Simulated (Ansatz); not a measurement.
Frontier orbitals of `C[N](C)[Ti]1234([CH3])([OH])[C@@H]5[C@H]1[C@H]2[C@@]3([SiH3])[C@@H]54`.

Z-matrix (Å, degrees):
```
Ti
C 1 2.109
N 1 1.890 2 99.7
C 1 2.372 2 132.1 3 97.0
O 1 1.815 2 101.1 3 -110.8
C 1 2.394 2 97.9 3 93.4
C 1 2.772 2 89.8 3 -27.5
C 1 2.365 2 134.2 3 145.4
C 1 2.367 2 99.6 3 151.3
C 1 2.388 2 80.1 3 122.8
H 2 1.093 1 113.9 3 -62.3
H 2 1.097 1 104.8 3 56.0
H 2 1.094 1 112.4 3 173.2
C 3 1.435 1 137.5 2 104.8
H 4 1.080 1 118.4 2 -128.8
H 5 0.956 1 137.1 2 -110.1
H 6 1.080 1 119.1 2 -62.5
H 7 1.099 1 122.2 2 26.4
H 7 1.099 1 127.7 2 -172.5
H 7 1.092 1 72.2 2 -73.9
Si 8 1.853 1 118.7 2 133.1
H 9 1.081 1 117.5 2 65.8
H 10 1.078 1 119.8 2 1.9
H 14 1.100 3 111.2 1 124.6
H 14 1.100 3 111.1 1 -116.4
H 14 1.089 3 111.6 1 3.8
H 21 1.490 8 109.6 1 -59.3
H 21 1.488 8 111.2 1 -178.2
H 21 1.485 8 110.2 1 61.3
```

Total charge 0; spin multiplicity 1. Correlated methods include outer-core shells of Ti, which these sets cover unevenly. Scalar relativity is left out up to krypton. All single points use the PBE0-D4/def2-TZVP geometry. It is one conformer, not always the lowest. Basis def2-TZVPP, Ansatz 0.2.0.

Orbital energies of one run (eV). Highest occupied ones, from the top: -5.96, -6.60, -6.92, -7.03, -8.39, -8.55, -9.02, -9.25, -9.31, -9.46, -9.79, -9.98, -10.04, -10.45. Empty: -1.23, -1.11, -0.89, -0.21, 0.02, 0.08.

Question: Which functional gave them?
A. CAM-B3LYP
B. PBE
C. LC-ωPBE
D. HSE06 (plane-wave form)

Answer: D. HOMO energies: HSE06 -5.96, LC-ωPBE -8.98, PBE -5.21, CAM-B3LYP -7.69 eV.

LC-ωPBE has ω = 0.4 bohr⁻¹.
